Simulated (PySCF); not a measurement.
Frontier orbitals and the lowest excitations

1-phenyl-1-propyne, C₉H₈.
Geometry (PBE0-D3(BJ)/def2-SVP, Å), atoms numbered from 1 in this order:
```
atom  x, y, z in Å
C1     3.777   -0.832   -0.123
C2     2.364   -0.530    0.018
C3     1.181   -0.279    0.139
C4    -0.210    0.016    0.281
C5    -0.676    1.336    0.149
C6    -2.030    1.621    0.288
C7    -2.940    0.600    0.560
C8    -2.488   -0.713    0.692
C9    -1.136   -1.007    0.555
H10    4.260   -0.950    0.860
H11    4.304   -0.027   -0.660
H12    3.931   -1.767   -0.684
H13    0.039    2.133   -0.064
H14   -2.379    2.651    0.183
H15   -4.003    0.827    0.668
H16   -3.197   -1.518    0.905
H17   -0.778   -2.033    0.658
```

The calculation used TDDFT CAM-B3LYP/def2-SVPD, vertical, gas phase, core orbitals frozen in the response in PySCF 2.14.0, density-fitted response routines.

Frontier orbitals with the atoms that hold most of them (Löwdin shares over 4%, at most four atoms; ? is withheld):

```tsv
orbital	ε (eV)	atoms
HOMO-3	-10.00	C3 23%, C2 16%, C7 15%, C4 13%
HOMO-2	-8.86	C3 38%, C2 38%, C1 8%, C4 5%
HOMO-1	-8.63	?
HOMO	?	?
LUMO	0.19	C7 17%, C4 17%, C2 10%, C5 10%
LUMO+1	0.78	C6 18%, C8 18%, C9 18%, C5 18%
LUMO+2	1.28	C1 25%, C2 16%, C3 11%, H11 7%
```

Problem. Which atoms hold the HOMO, and with what shares?

Solution. C2 (bonded to 2 C) 21%; C3 (bonded to 2 C) 17%; C7 (bonded to 2 C and H) 14%; C4 (bonded to 3 C) 13%.

Problem. Which atoms hold the HOMO-1, and with what shares?

Solution. C9 (bonded to 2 C and H) 20%; C5 (bonded to 2 C and H) 20%; C6 (bonded to 2 C and H) 20%; C8 (bonded to 2 C and H) 20%.

Problem. What is the HOMO energy, and the HOMO–LUMO gap?

Solution. ε(HOMO) = -7.69 eV; the gap is 7.88 eV (0.2896 hartree).

Problem. The HOMO–LUMO gap is 7.88 eV. Where does the response calculation put the lowest singlet, and from which orbitals?

Solution. S1 is at 5.14 eV (f = 0.0001), 2.74 eV below the gap, made of HOMO→LUMO+1 (54%), HOMO-1→LUMO (41%). Its leading pair isn't HOMO and LUMO; the energies of that pair differ by 8.48 eV. 

Problem. One configuration dominates each of S2, S3 and S8. Which, and how do the shares of the two leading atoms of either orbital change from the occupied to the empty one?

Solution. 
- S2 (5.22 eV, f 0.382), HOMO→LUMO (89%): C2 21% → 10%, C3 17% → at most 10%, C7 14% → 17%, C4 13% → 17%
- S3 (5.46 eV, f 0.0001), HOMO-2→LUMO (90%): C3 38% → at most 10%, C2 38% → 10%, C7 at most 6% → 17%, C4 5% → 17%
- S8 (6.94 eV, f 0.0028), HOMO-2→LUMO+1 (92%): C3 38% → at most 19%, C2 38% → at most 19%, C6 at most 6% → 18%, C8 at most 6% → 18%
